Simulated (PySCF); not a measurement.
# Ionisation energy of Sr²³⁺ by level of theory

Sr²³⁺ [Ne] 3s2 3p3 [3p1/2^2 3p3/2^1, M_J = 3/2] → Sr²⁴⁺ [Ne] 3s2 3p2 [3p1/2^2, M_J = 0], as a difference of total energies. Computed with PySCF 2.14 in an even-tempered Gaussian basis (19 s from 3 bohr⁻², ratio 2.4; 13 p from 3.8 bohr⁻², ratio 2.4; 5 d from 15 bohr⁻², ratio 2.6; 4 f from 23 bohr⁻², ratio 2.6), with the two-component X2C-1e Hamiltonian. Correlated levels: 1s2 frozen; the 50 highest virtual spinors dropped. "Screened" scales the spin-orbit matrix elements by Boettger's factors to mimic the two-electron term; Breit and QED terms are absent.

```tsv
method	ionisation energy (eV)
GHF (spin-free)	1104.6
GMP2 (spin-free)	1105.1
GHF (screened spin-orbit)	1095.7
GMP2 (screened spin-orbit)	1095.6
```

Breit and QED terms and the two-electron picture change are absent.

The spin-free rows relax to the high-spin LS determinant and lack the spin-orbit shift.

The labels give the starting determinants; with spin-orbit coupling the two ends relaxed to ⟨J²⟩ = 3.77, ⟨L²⟩ = 0.84, ⟨S²⟩ = 2.77 and ⟨J²⟩ = 0.00, ⟨L²⟩ = 1.33, ⟨S²⟩ = 1.33.

For comparison: 1105 ± 4 eV (semi-empirical (NIST evaluation); NIST Atomic Spectra Database, ionization energies).
